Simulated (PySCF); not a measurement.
System: H₃S (cation, charge +1), singlet: umbrella (inversion) coordinate, bond length relaxed. Scanned: angle between the S-H bonds and the threefold axis (90 = planar). Other coordinates (S-H bond length) were minimised at PBE0/def2-TZVP.

MP2 on RHF/cc-pVTZ, 5 core orbitals frozen (PySCF); CCSD(T) on RHF/cc-pVTZ, 5 core orbitals frozen (PySCF).

Energies relative to the lowest point of each profile, in kJ/mol:

```tsv
a / °	MP2
93	123.8
96	115.5
99	102.6
102	86.3
105	68.2
108	49.8
111	32.7
114	18.2
117	7.4
126	4.6
129	15.2
132	32.0
```

**Question.** What does CCSD(T) give at the same points?

**Answer.** 93: 126.6; 96: 118.1; 99: 104.8; 102: 88.1; 105: 69.5; 108: 50.7; 111: 33.3; 114: 18.5; 117: 7.5; 126: 4.6; 129: 15.4; 132: 32.6 (kJ/mol).
